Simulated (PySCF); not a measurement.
C3H2O, SMILES C=C=C=O.

The structure is a stationary point at r2SCAN-D4/def2-SVP.

Level of theory: PBE/def2-TZVPD in PySCF.

Gas-phase values at a fixed geometry.

```
Item                                                                                                            Value
---------------------------------------------------------------------------------------------  ----------------------
total energy                                                                                       -190.51569 hartree
point group                                                                                                        Cs
highest occupied level                                                                                       -5.66 eV
lowest empty level                                                                                           -3.77 eV
orbital gap                                                                                                   1.89 eV
dipole moment                                                                                                  2.41 D
quadrupole, principal values (traceless, Buckingham form, about the centre of nuclear charge)  -1.06, -0.50, 1.55 D·Å
mean static polarisability                                                                       44.3 bohr³ (6.56 Å³)
polarisability, principal values                                                               26.3, 31.6, 75.0 bohr³
```
